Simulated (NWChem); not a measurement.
C2H6BFO; SMILES CB(O)CF

```xyz
11

C     -0.6511     1.9500     0.0098
B      0.0358     0.5347    -0.0221
O      1.3928     0.4261    -0.0311
C     -0.7809    -0.8365    -0.0183
F      0.1188    -1.9229     0.0062
H      0.0459     2.7625    -0.2743
H     -1.5523     2.0044    -0.6355
H     -1.0031     2.1613     1.0443
H      1.6223    -0.5293    -0.0229
H     -1.4270    -0.9322    -0.9221
H     -1.4594    -0.9166     0.8626
```
Atoms are numbered in this order, from 1.

All runs: NWChem. Pople sets run with spherical d functions. Coordinates come from a PBE-D3(BJ)/def2-SVP optimisation. Atomic charges in e: unrestrained fits to the electrostatic potential beside Mulliken populations; buried atoms are poorly determined by the fit.

Problem. Estimate the computed values for Hartree-Fock/6-31G*. Quantities: ESP C1; Mulliken C1; ESP B2; Mulliken B2; ESP O3; Mulliken O3; ESP C4; Mulliken C4; ESP F5; Mulliken F5; relative RMS misfit of the potential (%).

Solution. 
```yaml
ESP C1: -0.40
Mulliken C1: -0.74
ESP B2: 0.64
Mulliken B2: 0.70
ESP O3: -0.72
Mulliken O3: -0.74
ESP C4: 0.05
Mulliken C4: -0.09
ESP F5: -0.31
Mulliken F5: -0.48
relative RMS misfit of the potential (%): 22
```
